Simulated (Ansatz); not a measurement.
Reaction (ligand exchange at the Al–N bond): `B[NH][Al]([CH3])[CH3]` + H₂Te → `[CH3][Al]([CH3])[TeH]` + `BN`

Gas-phase electronic energies from Ansatz, PBE0-D4/def2-TZVP geometries. CCSD(T)/CBS adds triple-zeta CCSD(T) − MP2 to the extrapolated MP2 energy (def2 sets, frozen cores). This one scheme is used for every species. Elements past krypton have def2 core potentials. For Te outer-core shells are correlated without core-valence functions, which leaves a few kJ/mol of doubt a bond. One conformer a species, not always the lowest.

```json
{"species": "`B[NH][Al]([CH3])[CH3]`", "HF/CBS(def2) energy (Eh)": "-402.20011"}
{"species": "H₂Te", "HF/CBS(def2) energy (Eh)": "-268.15590"}
{"species": "`[CH3][Al]([CH3])[TeH]`", "HF/CBS(def2) energy (Eh)": "-588.83688"}
{"species": "`BN`", "HF/CBS(def2) energy (Eh)": "-81.53458"}
```

Task: Work out ΔE.

Result: ΔE = (-588.83688) + (-81.53458) − (-402.20011) − (-268.15590) = -0.01545 Eh = -9.7 kcal/mol. CCSD(T)/CBS gives -11.5 kcal/mol.

Largest T1 diagnostic among the species: 0.012.
